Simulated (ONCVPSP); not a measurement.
## Transferability test, ONCV potential for tantalum

tantalum (Ta), optimised norm-conserving Vanderbilt (ONCV), made with ONCVPSP 4.0.1 (PBE, scalar-relativistic). Core [Kr] 4d10 4f14 5s2, reference 5p6 5d3 6s1.75 6p0.25. Waves: 6s: rc 2.30 bohr, ncon 5, nbas 9, qcut 2.6 1/bohr, 2 projectors, debl 2 Ha; 5p+6p: rc 2.15 bohr, ncon 4, nbas 7, qcut 6.7 1/bohr, 2 projectors; 5d: rc 1.85 bohr, ncon 4, nbas 7, qcut 6 1/bohr, 2 projectors, debl 2 Ha. Local part: polynomial inside 1.75 bohr (lpopt 4, dvloc0 0 Ha). Core correction: Teter function, fcfact 3, rcfact 1.3.

Energies are relative to the spin-unpolarised reference configuration 5p6 5d3 6s1.75 6p0.25; without spin polarisation the order of configurations can differ from experiment. Not all tests gave a result: 1 of 4 tests not solved or not reliable.

```csv
valence configuration,charge,ΔE all-electron (eV),error AE − PS (meV)
5p6 5d3 6s2 6p0,0,-1.020,+0.1
5p6 5d3 6s1 6p0,+1,7.448,-3.5
5p6 5d3 6s0 6p0,+2,22.420,-4.5
```

Levels in the configuration 5p6 5d3 6s2 6p0:

```csv
level,all-electron (eV),pseudo (eV)
5p,-39.399,-39.416
5d,-3.591,-3.593
6s,-5.443,-5.441
```

Note: ghosts flagged at negative energy: s at -24.6 eV; GHOST(+) flagged for s at 221.8 eV. A true bound ghost makes a file unfit for plane-wave use.
